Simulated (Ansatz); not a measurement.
Computed with Ansatz on PBE0-D4/def2-TZVP structures; ΔE is electronic, products minus reactants. CCSD(T)/CBS is the MP2 limit (def2-TZVPP, def2-QZVPP) plus CCSD(T) − MP2 in def2-TZVPP, frozen cores. This one scheme is used for every species. Functionals use def2-TZVPP. B3LYP here is the variant with VWN-RPA as its local correlation; programs differ in this. Each species was taken in one conformer, which may not be the lowest.

Consider the formal exchange of groups at a C–Si bond: `F[SiH](Cl)C[SiH3]` + `C=C` → `C=CC[SiH](F)Cl` + SiH₄.

```tsv
level	ΔE (kcal/mol)	difference from CCSD(T)/CBS
PBE-D4	7.4	-1.4
B2PLYP	8.1	-0.7
PBE	7.6	-1.2
r2SCAN	8.4	-0.4
B3LYP	8.0	-0.8
HF/def2-TZVPP	8.4	-0.4
SCS-MP2/def2-TZVPP	7.9	-0.9
SCS-MP2/def2-QZVPP	8.3	-0.5
HF/CBS(def2)	8.5	-0.3
CCSD/CBS(def2)	8.9	0.1
CCSD(T)/CBS	8.8	0
```

Largest T1 diagnostic among the species: 0.011.
